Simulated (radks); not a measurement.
Task: All-electron atom: the tellurium ion Te12+ in [Kr] 4d4 (the NIST ground configuration). All-electron calculation, Dirac Kohn-Sham, PBE, spin-unpolarised, spherical densities, point nucleus; open shells are shared between the two j in proportion to 2j + 1. Program: a radial shooting solver on a logarithmic mesh with Libxc functionals.

Spin-orbit splittings of the eigenvalues, e(l+1/2) - e(l-1/2), with zeta = 2 splitting/(2l+1) and mean radii in bohr:

| shell | occ. | splitting (eV) | zeta (eV) | <r> j=l-1/2 | <r> j=l+1/2 |
|---|---|---|---|---|---|
| 2p | 6 | 274.6 | 183.0 | 0.1008 | 0.1064 |
| 3p | 6 | ? | ? | 0.3111 | 0.3224 |
| 3d | 10 | 10.83 | 4.332 | 0.2929 | 0.2965 |
| 4p | 6 | 11.31 | 7.537 | 0.7526 | 0.7742 |
| 4d | 4 | 2.044 | 0.8175 | 0.8265 | 0.8331 |

Estimate the 3p splitting.

Result: 51.55 eV (zeta = 34.37 eV).
